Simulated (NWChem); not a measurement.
HgCl2; SMILES [Cl][Hg][Cl]

Computed with NWChem. Coordinates come from a PBE0/def2-SVP optimisation. def2 effective core potentials on Hg; no spin-orbit coupling.

For level RPBE/def2-SVP:

* **highest occupied level (eV)**: -7.24

Problem. What are these values for level HCTH/407/def2-SVP?

Solution. 
| Item | Value |
|---|---|
| highest occupied level (eV) | -7.49 |
